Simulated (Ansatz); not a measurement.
`C[Si](C)(C)O[Si](C)(C)O[Si](C)(C)O[Si](C)(C)O[Si](C)(C)O[Si](C)(C)C`. Charge 0, multiplicity 3. Geometry PBE-D4/def2-SVP, that of the neutral singlet; atoms count from 1.

```xyz
67

C     1.473    3.109    1.886
Si    3.158    2.451    1.354
C     3.829    3.430   -0.112
C     4.381    2.498    2.793
O     2.938    0.855    0.863
Si    3.432   -0.733    0.706
C     4.425   -0.928   -0.873
C     4.380   -1.268    2.237
O     2.052   -1.673    0.558
Si    0.427   -1.575    0.989
C     0.236   -0.725    2.650
C    -0.238   -3.326    0.978
O    -0.388   -0.648   -0.154
Si   -0.189   -0.226   -1.777
C     0.867    1.321   -1.886
C     0.539   -1.673   -2.723
O    -1.707    0.094   -2.399
Si   -3.125    0.912   -2.010
C    -3.825    1.618   -3.598
C    -2.754    2.229   -0.714
O    -4.246   -0.171   -1.407
Si   -4.355   -1.496   -0.364
C    -3.407   -2.944   -1.114
C    -6.187   -1.901   -0.209
C    -3.624   -1.016    1.309
H     1.115    2.598    2.804
H     0.719    2.943    1.090
H     1.516    4.197    2.100
H     3.117    3.401   -0.963
H     4.796    3.009   -0.463
H     3.999    4.493    0.157
H     5.380    2.120    2.488
H     4.026    1.874    3.639
H     4.514    3.534    3.169
H     3.834   -0.584   -1.746
H     4.699   -1.990   -1.043
H     5.360   -0.333   -0.835
H     4.652   -2.341    2.179
H     5.314   -0.682    2.361
H     3.762   -1.120    3.146
H     0.648    0.302    2.593
H    -0.830   -0.658    2.944
H     0.780   -1.279    3.443
H    -1.319   -3.341    1.221
H    -0.102   -3.791   -0.019
H     0.296   -3.952    1.723
H     1.859    1.157   -1.422
H     0.379    2.155   -1.340
H     1.006    1.635   -2.941
H     0.717   -1.413   -3.786
H     1.502   -1.983   -2.267
H    -0.152   -2.540   -2.696
H    -4.802    2.111   -3.417
H    -3.135    2.365   -4.042
H    -3.980    0.808   -4.339
H    -3.686    2.716   -0.361
H    -2.247    1.776    0.163
H    -2.090    3.018   -1.126
H    -3.496   -3.857   -0.489
H    -3.791   -3.182   -2.127
H    -2.332   -2.690   -1.203
H    -6.349   -2.770    0.462
H    -6.750   -1.039    0.206
H    -6.623   -2.147   -1.199
H    -3.657   -1.860    2.030
H    -4.175   -0.162    1.755
H    -2.566   -0.714    1.172
```

Single mean-field runs in def2-SVP are fitted with def2-universal-jkfit. At PBE0-D4/def2-SVP a singlet of charge 0 lies 7.63 eV below the triplet at the same geometry.

(1) Estimate the Mulliken populations of the heavy atoms from the PBE0/def2-SVP orbitals of Ansatz.

(2) Where does the spin sit?

(3) And the Mayer bond orders between heavy atoms (over 0.3)?

Answers

(1) 
```tsv
atom	charge (e)	spin (α − β)
C1	-0.30	-0.03
Si2	0.71	0.02
C3	-0.33	-0.01
C4	-0.33	0.00
O5	-0.62	0.03
Si6	0.86	0.04
C7	-0.31	-0.02
C8	-0.31	0.00
O9	-0.59	0.03
Si10	0.82	0.09
C11	-0.30	0.03
C12	-0.28	0.04
O13	-0.55	0.18
Si14	0.77	0.12
C15	-0.22	0.08
C16	-0.25	0.06
O17	-0.57	0.09
Si18	0.88	0.03
C19	-0.32	0.01
C20	-0.31	0.02
O21	-0.59	0.04
Si22	0.69	0.02
C23	-0.33	-0.01
C24	-0.33	0.00
C25	-0.35	0.00
```
Mulliken values depend strongly on the basis.

(2) Summed by element: C 0.17, Si 0.32, O 0.37, H 1.14, of 2 unpaired in all. Largest on single atoms: O13 0.18, Si14 0.12, O17 0.09.

(3) C1–Si2 1.00 (1.89 Å); Si2–C3 1.00 (1.89 Å); Si2–C4 0.99 (1.89 Å); Si2–O5 0.94 (1.68 Å); O5–Si6 0.98 (1.67 Å); Si6–C7 1.00 (1.88 Å); Si6–C8 0.99 (1.88 Å); Si6–O9 0.98 (1.68 Å); O9–Si10 1.00 (1.68 Å); Si10–C11 0.96 (1.88 Å); Si10–C12 0.97 (1.87 Å); Si10–O13 0.92 (1.68 Å); O13–Si14 0.92 (1.69 Å); Si14–C15 0.91 (1.88 Å); Si14–C16 0.93 (1.87 Å); Si14–O17 1.04 (1.67 Å); O17–Si18 0.93 (1.68 Å); Si18–C19 0.98 (1.87 Å); Si18–C20 0.96 (1.88 Å); Si18–O21 1.06 (1.67 Å); O21–Si22 0.96 (1.69 Å); Si22–C23 1.00 (1.89 Å); Si22–C24 0.99 (1.88 Å); Si22–C25 0.99 (1.89 Å).
